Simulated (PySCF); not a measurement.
**Ionisation energy along the 8-electron series**

Calculated with PySCF 2.14 and a two-component X2C-1e Hamiltonian (Gaussian nucleus, no Breit or QED terms), each ion in its own even-tempered basis scaled to its charge; GMP2 freezes nothing and drops the highest virtual spinors. Values in eV. NIST values: (m) measured, (s) semi-empirical, (t) theoretical.

```
    ion  configuration  GHF (spin-free)  GMP2 (spin-free)  GHF (screened spin-orbit)  GMP2 (screened spin-orbit)            NIST
Tm(61+)   [He] 2s2 2p4          14262.9           14264.7                    14000.0                     14000.1  13988 ± 12 (t)
Lu(63+)   [He] 2s2 2p4          15204.4           15206.2                    14902.8                     14903.0  14890 ± 19 (t)
```

Q: Fill in the row of Yb(62+).

A: configuration: [He] 2s2 2p4; GHF (spin-free): 14729.5; GMP2 (spin-free): 14731.3; GHF (screened spin-orbit): 14447.7; GMP2 (screened spin-orbit): 14447.9; NIST: 14435 ± 15 (t).
